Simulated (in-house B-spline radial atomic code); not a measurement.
Cr⁺. Computed with a B-spline radial atomic code. Model: non-relativistic spherical atom: semilocal Troullier-Martins pseudo-atom, one channel per l, against all electrons, high spin, G0W0 and RPA with empty states to l = 8, local potential for every l without a channel, a model core (radius 0 = none) keeps its share of the functional.

What the tables leave out is listed at the end.

The pseudopotential gives back the lowest level of each angular momentum of its own functional in the configuration it was made in; a second state of the same l is only approximately right. Exact exchange, RPA and GW see the smooth pseudo-orbitals and miss the exchange with the core, for which the functional's share stands in. The column with an uncorrelated core keeps all orbitals and exact exchange, and so separates missing core correlation from pseudisation. Only the three outermost levels and the lowest empty one were computed. RPA here is direct RPA, with no exchange kernel, and its energies carry an (l + 1/2)⁻⁴ tail. A hybrid on a potential with a model core restores only its own semilocal share of the core's exchange.

Command:
```bash
python run_psgw.py task.json out
```
Settings (lengths in bohr, energies in hartree):
```
Z                      24
electrons              23
configuration          [Ar] 3d5
generated_in           [Ar] 3d5 4s1
functional             pbe,pbe
core_shells            3
radius_factor          1
core_correction        False
```

Cost of the run: 33 s on 1 thread of Arm Neoverse N1, with other jobs on the host.

Given: made with PBE; model core radius 0 bohr; local radius 1.025 bohr; mean-field start PBE.

Valence shells of the generating configuration: 3s, 3p, 4s, 3d.

Channel: s 0.782, p 0.797, d 2.4 (radii in bohr).

Computed: largest level miss in the spin-unpolarised generating configuration 0.028 eV; valence RPA correlation energy all-electron orbitals -0.83111 hartree; valence RPA correlation energy pseudo -0.76614 hartree; all-electron RPA polarisability, core included 11.616 bohr³.

| level | occupied | mean-field all-electron (eV) | mean-field pseudo minus all (eV) | G0W0 all-electron (eV) | G0W0 uncorrelated core minus all (eV) | G0W0 pseudo minus all (eV) | exchange self-energy all-electron (eV) | exchange self-energy pseudo (eV) |
| --- | --- | --- | --- | --- | --- | --- | --- | --- |
| 3d up | 1 | -10.99 | -0.205 | -15.997 | 0.077 | -0.245 | -33.334 | -29.811 |
| 4s up (empty) | 0 | -10.285 | 0.035 | -7.1764 | 0.01 | -0.04 | -3.1937 | -2.7271 |

Question: What is the pseudo-atom RPA polarisability?

Answer: 11.109 bohr³.

Given: mean-field start PBE0.

Computed: valence RPA correlation energy all-electron orbitals -0.78331 hartree; all-electron RPA polarisability, core included 8.4603 bohr³; pseudo-atom RPA polarisability 8.3045 bohr³.

| level | occupied | mean-field all-electron (eV) | mean-field pseudo minus all (eV) | G0W0 all-electron (eV) | G0W0 uncorrelated core minus all (eV) | G0W0 pseudo minus all (eV) | exchange self-energy all-electron (eV) | exchange self-energy pseudo (eV) |
| --- | --- | --- | --- | --- | --- | --- | --- | --- |
| 3d up | 1 | -12.732 | -0.186 | -16.43 | 0.061 | -0.16 | -33.717 | -30.106 |
| 4s up (empty) | 0 | -9.0636 | -0.011 | -6.9021 | 0.01 | -0.075 | -2.8539 | -2.4738 |

Question: What is the valence RPA correlation energy pseudo?

Answer: -0.72581 hartree.

Given: mean-field start Hartree-Fock.

Computed: valence RPA correlation energy all-electron orbitals -0.682 hartree; valence RPA correlation energy pseudo -0.63722 hartree; all-electron RPA polarisability, core included 4.8986 bohr³.

```tsv
level	occupied	mean-field all-electron (eV)	mean-field pseudo minus all (eV)	G0W0 all-electron (eV)	G0W0 uncorrelated core minus all (eV)	G0W0 pseudo minus all (eV)	exchange self-energy all-electron (eV)	exchange self-energy pseudo (eV)
3d up	1	-17.666	-0.009	-17.102	0.095	-0.228	-34.354	-30.553
3p down	1	-57.321	-1.026	-55.828	0.139	-1.159	-40.663	-36.685
4s up (empty)	0	-5.7818	-0.094	-6.4288	0.006	-0.136	-1.7847	-1.6479
```

Question: What is the pseudo-atom RPA polarisability?

Answer: 5.0865 bohr³.

Among the listed levels the largest G0W0 shift of the pseudo-atom is -1.16 eV, for 3p down on the Hartree-Fock start, while leaving the core uncorrelated moves that level by +0.14 eV. So pseudisation and the lost core exchange, not the missing core correlation, make the error. Not in the tables (levels of low weight, unsolved or above zero; the highest and the empty levels are kept at any weight): on PBE the G0W0 levels 3p down (pseudo minus all -0.72 eV, weights 0.61 and 0.62), 3p up (pseudo minus all -2.58 eV, weights 0.04 and 0.08); on PBE0 the G0W0 levels 3p down (pseudo minus all -0.92 eV, weights 0.68 and 0.77), 3p up (pseudo minus all -0.59 eV, weights 0.38 and 0.34); on Hartree-Fock the G0W0 levels 3p up (pseudo minus all -0.56 eV, weights 0.24 and 0.50).
